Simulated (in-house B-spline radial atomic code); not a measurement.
## BSE on G0W0@HF excitations of the neon ion Ne⁶⁺

Method: BSE on G0W0@HF. Computed with a B-spline radial code for spherical atoms: linear response of the closed shell [He] 2s2 with a statically screened interaction on G0W0 levels; scalar-relativistic (spin-free one-electron X2C), finite nucleus, no spin-orbit coupling, no double excitations, S, P, D and F terms only.

Command:
```bash
python run_td.py task.json out
```
Settings (radii: box in bohr, nucleus in fm):
```
Z                        10
electrons                4
configuration            [He] 2s2
hamiltonian              x2c
method                   bse
box_radius               14.35
rms_radius               3.0055
intervals                72
```

Cost of the run: 0.7 s on 1 thread of Arm Neoverse N1, on a shared host.

The lowest states, in the order of their Tamm-Dancoff energies; the method's threshold (minus the highest G0W0 level) is 206.66 eV. Labels give the largest channel, * marks a mixed state, and oscillator strengths are full-response dipole values. Energies in eV:

```json
{"state": "2s → 2p 3P", "full response": "12.324", "Tamm-Dancoff": "13.099", "oscillator strength": "-"}
{"state": "2s → 2p 1P", "full response": "?", "Tamm-Dancoff": "?", "oscillator strength": "?"}
{"state": "2s → 3s 3S", "full response": "121.35", "Tamm-Dancoff": "121.37", "oscillator strength": "-"}
{"state": "2s → 3s 1S", "full response": "124.42", "Tamm-Dancoff": "124.45", "oscillator strength": "-"}
{"state": "2s → 3p 3P", "full response": "?", "Tamm-Dancoff": "?", "oscillator strength": "-"}
{"state": "2s → 3p 1P", "full response": "128.52", "Tamm-Dancoff": "128.53", "oscillator strength": "0.498"}
{"state": "2s → 3d 3D", "full response": "130.66", "Tamm-Dancoff": "130.67", "oscillator strength": "-"}
{"state": "2s → 3d 1D", "full response": "132.90", "Tamm-Dancoff": "132.91", "oscillator strength": "-"}
{"state": "2s → 4s 3S", "full response": "160.60", "Tamm-Dancoff": "160.60", "oscillator strength": "-"}
{"state": "2s → 4s 1S", "full response": "161.56", "Tamm-Dancoff": "161.57", "oscillator strength": "-"}
{"state": "2s → 4p 3P", "full response": "162.95", "Tamm-Dancoff": "162.96", "oscillator strength": "-"}
{"state": "2s → 4p 1P", "full response": "163.32", "Tamm-Dancoff": "163.32", "oscillator strength": "0.143"}
{"state": "2s → 4d 3D", "full response": "164.22", "Tamm-Dancoff": "164.23", "oscillator strength": "-"}
{"state": "2s → 4f 3F", "full response": "164.91", "Tamm-Dancoff": "164.91", "oscillator strength": "-"}
{"state": "2s → 4d 1D", "full response": "164.99", "Tamm-Dancoff": "165.00", "oscillator strength": "-"}
{"state": "2s → 4f 1F", "full response": "165.03", "Tamm-Dancoff": "165.03", "oscillator strength": "-"}
{"state": "2s → 5s 3S", "full response": "177.81", "Tamm-Dancoff": "177.82", "oscillator strength": "-"}
{"state": "2s → 5s 1S", "full response": "178.25", "Tamm-Dancoff": "178.25", "oscillator strength": "-"}
{"state": "2s → 5p 3P", "full response": "178.98", "Tamm-Dancoff": "178.98", "oscillator strength": "-"}
{"state": "2s → 5p 1P", "full response": "179.15", "Tamm-Dancoff": "179.15", "oscillator strength": "0.0623"}
{"state": "2s → 5d 3D", "full response": "179.61", "Tamm-Dancoff": "179.61", "oscillator strength": "-"}
{"state": "2s → 5f 3F", "full response": "179.94", "Tamm-Dancoff": "179.94", "oscillator strength": "-"}
```

(1) Where does 2s → 3p 3P lie?

(2) Where does 2s → 2p 1P lie?

(3) How large is the singlet-triplet splitting of 2s → 2p (P terms) in Tamm-Dancoff?

(4) What polarisabilities and dispersion coefficient does the method give?

Answers

(1) At 127.46 eV in full response, 127.46 eV in Tamm-Dancoff.

(2) At 25.421 eV in full response, 27.280 eV in Tamm-Dancoff, oscillator strength 0.367.

(3) 14.2 eV, from the unrounded values.

(4) Dipole 0.4567 bohr³, quadrupole 0.09193 bohr⁵, C6 0.1664 hartree·bohr⁶ for two such species.
